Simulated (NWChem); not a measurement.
# SiH2O2Cl2; SMILES Cl[Si](Cl)(O)O

```xyz
7

O     -0.1008     1.3737    -1.2301
Si     0.0000     0.0000    -0.3394
O      0.1008    -1.3737    -1.2301
Cl    -1.6837    -0.0177     0.8174
Cl     1.6837     0.0177     0.8174
H      0.7013     1.6608    -1.6787
H     -0.7013    -1.6608    -1.6787
```
Atoms are numbered in this order, from 1.

Program: NWChem. All runs use the structure optimised with PBE0/def2-SVP. Ions are spin-unrestricted doublets at the neutral geometry; other ion states weren't tried.

For level PBE0/def2-SVPD:

```
Item                                   Value
-------------------------------------  -----
vertical ionisation energy, ΔSCF (eV)  11.49
−ε(HOMO) (eV)                           9.42
```

Question: Estimate the same quantities for level PBE/def2-SVPD.

Answer: 
- vertical ionisation energy, ΔSCF (eV): 10.80
- −ε(HOMO) (eV): 7.86
